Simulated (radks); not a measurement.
The numbers below are computed, except where a source is named.
Task: These are the eigenvalues of the occupied orbitals of an atom or ion with whole-number occupations (eV). Code: a radial shooting solver on a logarithmic mesh with Libxc functionals. Model: scalar-relativistic Kohn-Sham, r2SCAN, spin-polarised, spherical densities, finite nucleus; meta-GGA in the generalised Kohn-Sham scheme; Fermi nuclear charge, rms radius of each element as measured or else 0.836 A^(1/3) + 0.57 fm.

1s down: -76209.97
1s up: -76209.96
2s up: -13369.91
2s down: -13369.69
2p up: -11615.45
2p down: -11615.27
3s up: -3149.416
3s down: -3148.433
3p up: -2634.081
3p down: -2633.071
3d up: -2065.186
3d down: -2064.326
4s up: -688.0716
4s down: -686.2810
4p up: -517.7798
4p down: -516.0631
4d up: -307.5940
4d down: -305.8703
5s up: -104.9318
5s down: -103.2038
4f up: -74.3783
4f down: -72.5740
5p up: -60.0307
5p down: -58.1899
5d up: -9.2541
5d down: -7.5070
6s up: -6.9163
6s down: -6.2205

Which element is it, and in what charge state? The configuration may be excited. Open shells, if any, are filled with parallel spins first.

Result: Z = 77, iridium, charge 0: Ir in [Xe] 4f13 5d8 6s2. The list shows which subshells hold electrons but not how many an open one holds; the 1s level, -2800.7 hartree, gives Z - s = 74.8 by -(Z - s)^2/2, which with screening and relativity narrows Z to a few neighbours, and the depths of the outer levels then fix element, charge and occupations together.
